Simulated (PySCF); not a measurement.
Predicted microwave data (PBE0-D3(BJ)/def2-SVP geometry optimisation, gas phase (PySCF 2.14.0)) for one isomer of C2H12BGeNSi:

- Rotational constants: A = 2696, B = 888.5, C = 768.6 MHz
- Dipole components: |μa| = 0.10 D, |μb| = 0.66 D, |μc| = 0.10 D
- Inertial defect: -98.73 u·Å²
- κ: -0.88

Question: Which candidate fits, each taken in the one conformer that was computed?
A. `[CH3:1][B:2]([CH3:3])[SiH2:4][NH:5][GeH3:6]` with C1–B2–Si4–N5 144°, B2–Si4–N5–Ge6 -37°
B. `CB(C)[N]([SiH3])[GeH3]`

Answer: A. It is CB(C)[SiH2][NH][GeH3], an asymmetric top, point group C1. The candidates at the same level (rigid rotor, commonest isotopes):

```tsv
SMILES	A (MHz)	B (MHz)	C (MHz)	μa (D)	μb (D)	μc (D)	Δ (u·Å²)	point group	rotor
CB(C)[SiH2][NH][GeH3]	2696	888.5	768.6	0.10	0.66	0.10	-98.73	C1	asymmetric top
CB(C)[N]([SiH3])[GeH3]	2132	1354	854.1	0.41	0.32	0.02	-18.65	–	asymmetric top
```

`CB(C)[N]([SiH3])[GeH3]` has B 52 % too high. No structure here is proved a minimum.
